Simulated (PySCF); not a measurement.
(3E)-penta-1,3-diene (C5H8), SMILES C/C=C/C=C.

Geometry: B3LYP-D3(BJ)/def2-SVP. Other conformers were not sampled.

These are ωB97X/def2-TZVP run with PySCF values and carry that method's errors.

Symmetry labels are those of the subgroup Cs that the program uses (full group Cs).

Problem. List the valence orbital energies around the gap with their symmetry. (The exact figures need the calculation; the answer reports its results.)

Solution. 
```tsv
orbital	symmetry	energy (eV)
HOMO−7	A'	-15.18
HOMO−6	A"	-14.26
HOMO−5	A'	-14.01
HOMO−4	A'	-13.24
HOMO−3	A'	-12.67
HOMO−2	A'	-12.10
HOMO−1	A"	-11.59
HOMO	A"	-8.64
LUMO	A"	1.43
LUMO+1	A'	3.68
LUMO+2	A'	3.83
LUMO+3	A"	3.92
```
